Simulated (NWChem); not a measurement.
Everything below was run with NWChem. System: C₂H₃I, charge 0, spin multiplicity 1, at a geometry optimised with B3LYP/def2-SVP with def2 effective core potentials on I. The structure started from a generated list of species. Level: B3LYP/def2-TZVPP with def2 effective core potentials on I, VWN1-RPA local correlation.

Input file:

```
start mol
memory heap 200 mb stack 900 mb global 1100 mb
geometry units angstroms nocenter noautoz
  C      2.458523    -0.386607     0.000000
  C      1.243404    -0.927270     0.000000
  I     -0.551710     0.193120     0.000000
  H      2.631029     0.692592     0.000000
  H      3.337499    -1.040449     0.000000
  H      1.060553    -2.004242     0.000000
  symmetry group Cs
end
basis spherical
  * library def2-tzvpp
end
ecp
  I library def2-ecp
end
dft
  xc b3lyp
  semidirect memsize 60000000 filesize 0
  iterations 100
end
task dft energy
```

Output (cleaned and shortened):

```
             Northwest Computational Chemistry Package (NWChem) 7.3.0
             --------------------------------------------------------

                                NWChem Input Module
                                -------------------

 Scaling coordinates for geometry "geometry" by  1.889725989
 (inverse scale =  0.529177249)

 Turning off AUTOSYM since
 SYMMETRY directive was detected!

                             Geometry "geometry" -> ""
                             -------------------------

 Output coordinates in angstroms (scale by  1.889725989 to convert to a.u.)

  No.       Tag          Charge          X              Y              Z
 ---- ---------------- ---------- -------------- -------------- --------------
    1 C                    6.0000     2.45852300    -0.38660700     0.00000000
    2 C                    6.0000     1.24340400    -0.92727000     0.00000000
    3 I                   53.0000    -0.55171000     0.19312000     0.00000000
    4 H                    1.0000     2.63102900     0.69259200     0.00000000
    5 H                    1.0000     3.33749900    -1.04044900     0.00000000
    6 H                    1.0000     1.06055300    -2.00424200     0.00000000

 Effective nuclear repulsion energy (a.u.)     188.4757593434

            Nuclear Dipole moment (a.u.)
            ----------------------------
        X                 Y               Z
 ---------------- ---------------- ----------------
     0.0000245664    -0.0000018897     0.0000000000

      Symmetry information
      --------------------

 Group name             Cs
 Group number              2
 Group order               2
 No. of unique centers     6

      Symmetry unique atoms

     1    2    3    4    5    6


 Summary of "ao basis" -> "" (spherical)
 ------------------------------------------------------------------------------
       Tag                 Description            Shells   Functions and Types
 ---------------- ------------------------------  ------  ---------------------
 *                         def2-tzvpp                 on all atoms

                                 NWChem DFT Module
                                 -----------------

 Summary of "ao basis" -> "ao basis" (spherical)
 ------------------------------------------------------------------------------
       Tag                 Description            Shells   Functions and Types
 ---------------- ------------------------------  ------  ---------------------
 C                         def2-tzvpp               11       31   5s3p2d1f
 I                         def2-tzvpp               16       50   6s5p3d2f
 H                         def2-tzvpp                6       14   3s2p1d

 Summary of "ao basis" -> "ao basis" (spherical)
 ------------------------------------------------------------------------------
       Tag                 Description            Shells   Functions and Types
 ---------------- ------------------------------  ------  ---------------------
 C                         def2-tzvpp               11       31   5s3p2d1f
 I                         def2-tzvpp               16       50   6s5p3d2f
 H                         def2-tzvpp                6       14   3s2p1d

      Symmetry analysis of basis
      --------------------------

        a'        105
        a"         49

            General Information
            -------------------
          SCF calculation type: DFT
          Wavefunction type:  closed shell.
          No. of atoms     :     6
[...]
 d= 0,ls=0.0,diis     3   -375.7995277654 -3.20D-02  1.39D-03  2.02D-01     9.6
 d= 0,ls=0.0,diis     4   -375.8235998706 -2.41D-02  2.38D-04  2.23D-03    10.4
 d= 0,ls=0.0,diis     5   -375.8238092367 -2.09D-04  1.08D-04  7.51D-04    11.4
  Resetting Diis
 d= 0,ls=0.0,diis     6   -375.8239094061 -1.00D-04  1.71D-05  1.49D-05    12.2
 d= 0,ls=0.0,diis     7   -375.8239108601 -1.45D-06  6.41D-06  1.12D-06    13.1
 d= 0,ls=0.0,diis     8   -375.8239108456  1.45D-08  3.64D-06  1.25D-06    14.1

         Total DFT energy =     -375.823910845599
      One electron energy =     -828.338811479343
           Coulomb energy =      382.954823767968
    Exchange-Corr. energy =      -34.235283218776
 Nuclear repulsion energy =      103.795360084551

 Numeric. integr. density =       40.000005436389

     Total iterative time =     11.6s

                  Occupations of the irreducible representations
                  ----------------------------------------------

                     irrep           alpha         beta
                     --------     --------     --------
                     a'               15.0         15.0
                     a"                5.0          5.0

                       DFT Final Molecular Orbital Analysis
                       ------------------------------------

 Vector   18  Occ=2.000000D+00  E=-3.279806D-01  Symmetry=a"
              MO Center=  1.1D+00, -4.7D-01, -8.7D-16, r^2= 2.6D+00
   Bfn.  Coefficient  Atom+Function         Bfn.  Coefficient  Atom+Function
  ----- ------------  ---------------      ----- ------------  ---------------
    39      0.272119  2 C  pz                80      0.268642  3 I  pz
    74     -0.237072  3 I  pz                42      0.235085  2 C  pz
     8      0.219183  1 C  pz                77      0.190969  3 I  pz
    11      0.183330  1 C  pz                45      0.125876  2 C  pz
    83      0.110690  3 I  pz                14      0.103517  1 C  pz

 Vector   19  Occ=2.000000D+00  E=-2.688453D-01  Symmetry=a'
              MO Center= -5.0D-01,  1.6D-01, -6.1D-16, r^2= 2.2D+00
   Bfn.  Coefficient  Atom+Function         Bfn.  Coefficient  Atom+Function
  ----- ------------  ---------------      ----- ------------  ---------------
    79      0.455657  3 I  py                73     -0.394453  3 I  py
    76      0.323841  3 I  py                78      0.278891  3 I  px
    82      0.246438  3 I  py                72     -0.238353  3 I  px
    75      0.195012  3 I  px                81      0.150357  3 I  px
     5     -0.079447  1 C  s                143      0.055457  6 H  s

 Vector   20  Occ=2.000000D+00  E=-2.530034D-01  Symmetry=a"
              MO Center=  2.3D-01, -2.5D-02,  9.5D-16, r^2= 3.6D+00
   Bfn.  Coefficient  Atom+Function         Bfn.  Coefficient  Atom+Function
  ----- ------------  ---------------      ----- ------------  ---------------
    80      0.461894  3 I  pz                74     -0.394824  3 I  pz
    77      0.325284  3 I  pz                83      0.262870  3 I  pz
     8     -0.203089  1 C  pz                11     -0.169200  1 C  pz
    39     -0.142198  2 C  pz                14     -0.131715  1 C  pz
    42     -0.117417  2 C  pz                45     -0.076187  2 C  pz

 Vector   21  Occ=0.000000D+00  E=-3.961922D-02  Symmetry=a'
              MO Center= -1.1D-01, -2.0D-02, -1.0D-15, r^2= 4.3D+00
   Bfn.  Coefficient  Atom+Function         Bfn.  Coefficient  Atom+Function
  ----- ------------  ---------------      ----- ------------  ---------------
    36      0.943158  2 C  s                 81     -0.589335  3 I  px
    68     -0.482763  3 I  s                 82      0.375032  3 I  py
   143     -0.349715  6 H  s                115     -0.332092  4 H  s
    78     -0.280428  3 I  px                35      0.269869  2 C  s
    43     -0.252624  2 C  px                37     -0.236524  2 C  px

 Vector   22  Occ=0.000000D+00  E=-2.634798D-02  Symmetry=a"
              MO Center=  1.7D+00, -5.6D-01,  8.9D-14, r^2= 3.0D+00
   Bfn.  Coefficient  Atom+Function         Bfn.  Coefficient  Atom+Function
  ----- ------------  ---------------      ----- ------------  ---------------
    14      0.609298  1 C  pz                45     -0.598524  2 C  pz
    39     -0.306500  2 C  pz                 8      0.295125  1 C  pz
    42     -0.264095  2 C  pz                11      0.236208  1 C  pz
    83      0.203862  3 I  pz                80      0.086116  3 I  pz
    74     -0.077757  3 I  pz                77      0.070501  3 I  pz

 Vector   23  Occ=0.000000D+00  E= 5.433676D-02  Symmetry=a'
              MO Center=  2.2D+00, -1.7D+00, -3.0D-15, r^2= 5.4D+00
   Bfn.  Coefficient  Atom+Function         Bfn.  Coefficient  Atom+Function
  ----- ------------  ---------------      ----- ------------  ---------------
   143     -1.962166  6 H  s                  5      1.812946  1 C  s
   129     -1.779596  5 H  s                 44     -1.058636  2 C  py
     4      0.701987  1 C  s                115     -0.508133  4 H  s
    36      0.459861  2 C  s                 12      0.419255  1 C  px
    81      0.367668  3 I  px                35      0.326660  2 C  s

 center of mass
 --------------
 x =  -0.22718634 y =   0.07820432 z =   0.00000000

 moments of inertia (a.u.)
 ------------------
          79.290393013293         149.276950243630           0.000000000000
         149.276950243630         524.312652073541           0.000000000000
           0.000000000000           0.000000000000         603.603045086834

     Multipole analysis of the density
     ---------------------------------

     L   x y z        total         alpha         beta         nuclear
     -   - - -        -----         -----         ----         -------
     0   0 0 0      0.000000    -20.000000    -20.000000     40.000000

     1   1 0 0      0.458504    -14.366890    -14.366890     29.192285
     1   0 1 0     -0.221328      4.998551      4.998551    -10.218431
     1   0 0 1     -0.000000     -0.000000     -0.000000      0.000000

     2   2 0 0    -26.252898   -142.288126   -142.288126    258.323354
     2   1 1 0     -1.267415     33.398980     33.398980    -68.065376
     2   1 0 1     -0.000000     -0.000000     -0.000000      0.000000
     2   0 2 0    -27.789320    -36.334076    -36.334076     44.878833
     2   0 1 1      0.000000      0.000000      0.000000      0.000000
     2   0 0 2    -31.292911    -15.646455    -15.646455      0.000000

 Task  times  cpu:       14.1s     wall:       14.1s

 Total times  cpu:       14.1s     wall:       14.1s
```
